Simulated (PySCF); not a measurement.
Working out the ionisation energy of N⁺

N⁺ [He] 2s2 2p2 (3P) → N²⁺ [He] 2s2 2p1 (2P). Calculation: PySCF 2.14, in aug-cc-pVDZ (4s3p2d, 23 functions); the non-relativistic Hamiltonian (point nucleus). Frozen: 1s2. Energies in hartree (1 hartree = 27.21139 eV):

| part | N⁺ (lower) | N²⁺ (upper) |
| --- | --- | --- |
| UHF | -53.881265 | -52.807269 |
| CCSD correlation | -0.077235 | -0.074671 |
| (T) | -0.000872 | -0.000563 |

Task: What does Hartree-Fock give?

Result: (-52.807269) − (-53.881265) = 1.073996 hartree = 29.225 eV.

Task: What do CCSD and CCSD(T) give?

Result: The CCSD correlation energies differ by 0.002564 hartree = 0.070 eV and the triples by 0.000309 hartree = 0.008 eV, so CCSD gives 29.295 eV and CCSD(T) 29.303 eV.

A first-order spin-orbit estimate adds -0.002 eV to CCSD(T) (valence), giving 29.301 eV against 29.601 eV (semi-empirical (NIST evaluation); NIST Atomic Spectra Database, ionization energies).

A double-zeta basis recovers only part of the correlation energy.

What remains against the reference includes basis incompleteness, the frozen core and higher excitations.
